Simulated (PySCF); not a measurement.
A calculated (PBE0, PySCF 2.14, def2-TZVPPD, no relativity, point nucleus) atom or ion has these occupied shells.

```tsv
shell	electrons	orbital energy (eV)	rms radius, mean of both spins (bohr)
1s β	1	-5389.4	0.0776
1s α	1	-5389.3	0.0776
2s α	1	-634.13	0.337
2s β	1	-633.32	0.337
2p α	3	-537.96	0.305
2p β	3	-537.24	0.305
3s α	1	-98.224	1.01
3s β	1	-95.897	1.01
3p α	3	-71.180	1.08
3p β	3	-68.601	1.08
3d α	2	-30.797	1.32
4s β	1	-20.701	3.02
```

(1) Name the element and its charge.

## Answers

(1) V²⁺ (vanadium, charge +2), in [Ar] 3d2 4s1, 4s spin antiparallel (an excited configuration).
